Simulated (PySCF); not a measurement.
PySCF input file for TaF4, SMILES [F][Ta]([F])([F])[F] (connectivity only; charge and spin as stated), neutral, multiplicity 2, PBE-D3(BJ)/def2-SVP. Geometry optimised at PBE-D3(BJ)/def2-SVP. The multiplicity is an assumed one; other spin states were not compared. The isomer is the one that the SMILES or the coordinates give; other isomers of the formula were not compared. The def2 effective core potentials stand for the cores of Ta; spin–orbit coupling is left out.

```python
import numpy as np
from pyscf import gto, scf, dft, df
from pyscf.hessian import thermo

mol = gto.M(
    atom='''
    Ta    0.00000000   -0.00000000    0.00000000
    F     1.25078245    1.25078245    0.64277289
    F    -1.25078246   -1.25078245    0.64277288
    F     1.25078245   -1.25078245   -0.64277289
    F    -1.25078245    1.25078246   -0.64277288
    ''',
    basis='def2-SVP',
    ecp={'Ta': 'def2-svp'},
    charge=0,
    spin=1,
    max_memory=1600,
    verbose=3,
)
mf = dft.UKS(mol, xc='pbe').density_fit(auxbasis='def2-universal-jkfit')
mf.disp = 'd3bj'
mf.grids.level = 3
mf.conv_tol = 1e-11
mf.max_cycle = 100
mf.kernel()
fine, coarse = mf.grids, dft.Grids(mol).set(level=1).build(with_non0tab=True)
for _ in range(3):  # follow internal instabilities
    mf.grids = coarse
    mo, _, stable, _ = mf.stability(return_status=True, nroots=4)
    mf.grids = fine
    if stable:
        break
    mf.kernel(mf.make_rdm1(mo, mf.mo_occ))

# [left out here: the lines that compute and print the analytic Hessian (its translational invariance restored by hand, since the grid's response is missing), thermochemistry and intensities]
```

It prints:

```

WARN: HOMO -0.461179195205677 >= LUMO -0.461179195205673

converged SCF energy = -455.998031687577  <S^2> = 0.7514531  2S+1 = 2.0014526
<class 'pyscf.df.df_jk.DFUKS'> wavefunction is stable in the internal stability analysis

WARN: DFTD3 does not support analytical Hessian, using finite difference


WARN: Mole.unit (angstrom) is changed to Bohr

Mode                                 0                   1                   2
Irrep
Freq [cm^-1]                      146.3341            146.3342            162.2877
Reduced mass [au]                  21.6482             21.6482             18.9984
Force const [Dyne/A]                0.2731              0.2731              0.2948
Char temp [K]                     210.5422            210.5423            233.4959
Normal mode                   x     y     z       x     y     z       x     y     z
       0  Ta                 0.02 -0.02  0.00   -0.02 -0.02  0.00   -0.00  0.00 -0.00
       1   F                -0.10  0.10 -0.00   -0.01 -0.01 -0.05   -0.03 -0.03  0.11
       2   F                -0.10  0.10  0.00   -0.01 -0.01  0.05    0.03  0.03  0.11
       3   F                 0.01 -0.01 -0.05    0.10  0.10  0.00   -0.03  0.03 -0.11
       4   F                 0.01 -0.01  0.05    0.10  0.10 -0.00    0.03 -0.03 -0.11
Mode                                 3                   4                   5
Irrep
Freq [cm^-1]                      166.6416            223.2565            670.3654
Reduced mass [au]                  24.1921             18.9984             19.9988
Force const [Dyne/A]                0.3958              0.5579              5.2951
Char temp [K]                     239.7601            321.2163            964.5066
Normal mode                   x     y     z       x     y     z       x     y     z
       0  Ta                 0.00 -0.00 -0.04    0.00  0.00  0.00   -0.00  0.00 -0.02
       1   F                -0.04 -0.04  0.09    0.08 -0.08  0.00    0.07  0.07  0.04
       2   F                 0.04  0.04  0.09   -0.08  0.08 -0.00   -0.07 -0.07  0.04
       3   F                 0.04 -0.04  0.09    0.08  0.08 -0.00   -0.07  0.07  0.04
       4   F                -0.04  0.04  0.09   -0.08 -0.08 -0.00    0.07 -0.07  0.04
Mode                                 6                   7                   8
Irrep
Freq [cm^-1]                      682.0210            682.0210            690.4757
Reduced mass [au]                  22.1506             22.1506             18.9984
Force const [Dyne/A]                6.0706              6.0706              5.3366
Char temp [K]                     981.2764            981.2764            993.4407
Normal mode                   x     y     z       x     y     z       x     y     z
       0  Ta                 0.02 -0.02 -0.00   -0.02 -0.02 -0.00    0.00  0.00 -0.00
       1   F                -0.00 -0.00 -0.00    0.10  0.10  0.05    0.08  0.08  0.04
       2   F                -0.00 -0.00  0.00    0.10  0.10 -0.05   -0.08 -0.08  0.04
       3   F                -0.10  0.10  0.05   -0.00  0.00  0.00    0.08 -0.08 -0.04
       4   F                -0.10  0.10 -0.05   -0.00  0.00 -0.00   -0.08  0.08 -0.04
temperature 298.1500 [K]
pressure 101325.00 [Pa]
Rotational constants [GHz] 3.36278 3.36278 2.12543
Symmetry number 4
Zero-point energy (ZPE) 0.00813 [Eh]   21351.770 [J/mol]
                           tot       elec      trans        rot        vib
Entropy [J/mol/K]       342.385      5.763    177.949    101.418     57.255
Cv [J/mol/K]             78.724      0.000     12.472     12.472     53.780
Cp [J/mol/K]             87.038      0.000     20.786     12.472     53.780
Internal energy [J/mol]                      3718.434   3718.434  30655.584
Internal energy [Eh]   -455.98352  -455.99803
Enthalpy [J/mol]                             6197.391   3718.434  30655.584
Enthalpy [Eh]          -455.98258
Gibbs free energy [J/mol]                  -46858.205 -26519.323  13585.088
Gibbs free energy [Eh] -456.02146
mode   freq/cm-1   IR/(km/mol)
   1      146.33        15.030
   2      146.33        15.030
   3      162.29         0.000
   4      166.64         7.133
   5      223.26         0.000
   6      670.37        39.280
   7      682.02       153.186
   8      682.02       153.187
   9      690.48         0.000
max |gradient| / (hartree/bohr): 0.000216477040870398
APT charges: [ 2.2299 -0.5575 -0.5575 -0.5575 -0.5575]
```

The run converged.

Cost: roughly 2.3 core-minutes.
